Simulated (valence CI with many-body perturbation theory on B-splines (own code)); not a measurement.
**Which ion has this spectrum?**

A relativistic CI+MBPT calculation for an atom or ion with 6 electrons gives these levels (cm⁻¹):

```
J  Parity       E     g
0    even       0      
1    even    3676  1.50
2    even    9023  1.50
2    even   59794  1.00
0    even  120170      
2     odd  167556  2.00
2     odd  323209  1.17
3     odd  323259  1.33
1     odd  323416  0.50
1     odd  380037  1.50
0     odd  380059      
2     odd  380267  1.50
2     odd  484996  1.00
1     odd  490843  1.99
```

The energies are calculated, with errors of perhaps 200 cm⁻¹, more in some levels.

(1) Which is it?
A. Si8+
B. S10+
C. Mg6+
D. P9+

Answers

(1) D. P9+, ground level 2s²2p² ³P_0.
